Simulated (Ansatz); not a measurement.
Reaction (formal exchange of groups at the Si–C bond): `[SiH3]C1=CN1` + `N[CH2][Zn][F]` → `[F][Zn][CH2][SiH3]` + `NC1=CN1`

Program: Ansatz. Geometries: PBE0-D4/def2-TZVP. ΔE: electronic, gas phase. CCSD(T)/CBS adds triple-zeta CCSD(T) − MP2 to the extrapolated MP2 energy (def2 sets, frozen cores). Functionals use def2-TZVPP. B3LYP here is the variant with VWN-RPA as its local correlation; programs differ in this. For Zn outer-core shells are correlated without core-valence functions, which leaves a few kJ/mol of doubt a bond. Scalar relativity is left out up to krypton. One conformer a species, not always the lowest.

Is it downhill or uphill in electronic energy at CCSD(T)/CBS, and by how much? (Best estimate.)

Computed: Downhill: ΔE = -0.51 eV.

What do these levels give: r2SCAN-D4, B3LYP-D4, ωB97X-V, ωB97M-V, B2PLYP, r2SCAN, HF/def2-TZVPP, MP2/def2-TZVPP, CCSD/def2-TZVPP, MP2/def2-QZVPP, SCS-MP2/def2-QZVPP, CCSD/CBS(def2)? (Best estimate.)

Ansatz gave: r2SCAN-D4 -0.69, B3LYP-D4 -0.59, ωB97X-V -0.60, ωB97M-V -0.61, B2PLYP -0.57, r2SCAN -0.69, HF/def2-TZVPP -0.56, MP2/def2-TZVPP -0.56, CCSD/def2-TZVPP -0.52, MP2/def2-QZVPP -0.55, SCS-MP2/def2-QZVPP -0.48, CCSD/CBS(def2) -0.50 eV.

Largest T1 diagnostic among the species: 0.015.
